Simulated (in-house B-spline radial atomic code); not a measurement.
Checks on a self-consistent run for Ta⁺, [Xe] 4f14 (5d3/2)3 6s1. Computed with a radial B-spline atomic code at the basis-set limit: Dirac-Hartree-Fock, average of the jj configuration, Fermi nucleus of rms radius 5.3507 fm.

| orbital | q | ε (Eh) | <1/r> | <r²> | small-component weight |
| --- | --- | --- | --- | --- | --- |
| 1s1/2 | 2 | -2493.31984 | 85.3935 | 0.000478691 | 0.075589 |
| 2s1/2 | 2 | -433.51500 | 20.7559 | 0.00730908 | 0.017111 |
| 2p1/2 | 2 | -413.38811 | 20.6787 | 0.00524618 | 0.017132 |
| 2p3/2 | 4 | -366.60581 | 17.4888 | 0.00644459 | 0.015521 |
| 3s1/2 | 2 | -101.71914 | 7.63154 | 0.0476437 | 0.0056361 |
| 3p1/2 | 2 | -92.80914 | 7.5327 | 0.0439128 | 0.0055629 |
| 3p3/2 | 4 | -82.57802 | 6.71428 | 0.0504544 | 0.0051104 |
| 3d3/2 | 4 | -67.74630 | 6.58754 | 0.039351 | 0.0049668 |
| 3d5/2 | 6 | -65.53536 | 6.39219 | 0.0411622 | 0.0048381 |
| 4s1/2 | 2 | -22.09156 | 3.1763 | 0.237999 | 0.0018127 |
| 4p1/2 | 2 | -18.38167 | 3.06351 | 0.246829 | 0.0017229 |
| 4p3/2 | 4 | -15.99726 | 2.79305 | 0.280914 | 0.0015645 |
| 4d3/2 | 4 | -9.89701 | 2.57112 | 0.310158 | 0.0013673 |
| 4d5/2 | 6 | -9.43869 | 2.50096 | 0.324009 | 0.0013185 |
| 4f5/2 | 6 | -1.77491 | 2.02802 | 0.492439 | 0.0009167 |
| 4f7/2 | 8 | -1.68811 | 2.00717 | 0.497591 | 0.00090223 |
| 5s1/2 | 2 | -3.44663 | 1.19098 | 1.40919 | 0.00037006 |
| 5p1/2 | 2 | -2.32373 | 1.0601 | 1.76006 | 0.00029971 |
| 5p3/2 | 4 | -1.89649 | 0.976035 | 2.01467 | 0.0002638 |
| 5d3/2 | 3 | -0.56044 | 0.639884 | 4.90504 | 0.00011536 |
| 6s1/2 | 1 | -0.49929 | 0.385667 | 11.8646 | 4.3094e-05 |

Electron-electron repulsion V_ee = 5799.3265 hartree.

Problem. What total energy follows from the eigenvalues?

Solution. The eigenvalues count the repulsion twice, so E = Σqε - V_ee = -9817.052 - 5799.326 = -15616.379 hartree; the run printed -15616.379.

Problem. Does the Dirac virial theorem hold?

Solution. For a point nucleus E = -2c²Σq·w, with w the small-component weight. Here Σq·w = 0.41569 and c = 137.0360, so the ratio E/(-2c²Σq·w) is 1.000246; the finite nucleus accounts for the departure from 1.

Problem. What diamagnetic shielding (Lamb formula) and susceptibility (Langevin formula) do the radii give?

Solution. σ = (α²/3)Σq<1/r> = 533.38/(3·137.036²) = 9467.7 ppm, and χ = -0.79199×10⁻⁶·Σq<r²> = -42.79×10⁻⁶ cm³/mol with Σq<r²> = 54.031 bohr². Both are non-relativistic formulas without the paramagnetism of open shells; for so heavy an element the full relativistic shielding is larger by tens of per cent.
